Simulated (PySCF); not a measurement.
Species: CH5ClSn.
Cartesian coordinates in Å at the PBE0-D3(BJ)/def2-SVP level; atoms count from 1:
```xyz
8
CH5ClSn angstrom
Cl    -3.2629    1.3706    1.4913
C     -2.5235    0.0334    0.5634
Sn    -0.3620    0.1976    0.6191
H     -2.8560   -0.9143    1.0079
H     -2.8986    0.0870   -0.4674
H      0.3300   -1.0992   -0.2690
H      0.0811    1.6953   -0.0767
H      0.1341    0.1259    2.2539
```

Method used: PBE0-D3(BJ)/def2-SVP geometry optimisation, gas phase, def2 core potentials past Kr in PySCF 2.14.0.

(1) Which atoms are bound to Sn3, and at what distances?

(2) List the angles at Sn3.

(3) What is the shape at Sn3?

(4) What are the other bond lengths?

(5) Give some angles away from the centre.

(6) What are the rotational constants (commonest isotopes, rigid rotor)?

Answers

(1) 4 atoms: H7 1.710 Å, H8 1.710 Å, H6 1.717 Å, C2 2.168 Å. The nearest atom not counted as bound is H4, at 2.76 Å (others tie with it).

(2) 
```
    angle  degrees  distance of the outer atoms (Å)
H7–Sn3–H8    110.5                             2.81
H6–Sn3–H7    110.3                             2.81
H6–Sn3–H8    110.2                             2.81
C2–Sn3–H6    109.3                             3.18
C2–Sn3–H7    108.3                             3.16
C2–Sn3–H8    108.1                             3.15
```

(3) Tetrahedral: angles from 108.1° to 110.5°; τ4 = (360° − α − β)/141° = 0.99 with α and β the two widest (0 for a square, 1 for a tetrahedron).

(4) Cl1–C2 1.788 Å; C2–H4, C2–H5 1.098 Å.

(5) Cl1–C2–Sn3 110.0°.

(6) A = 18421, B = 1605, C = 1526 MHz: a near-prolate asymmetric top.

Point group: Cs (tolerance 0.08 Å). Charge 0, singlet. No PBE0-D3(BJ)/def2-SVP frequencies stand behind this structure, so it isn't proved a minimum.
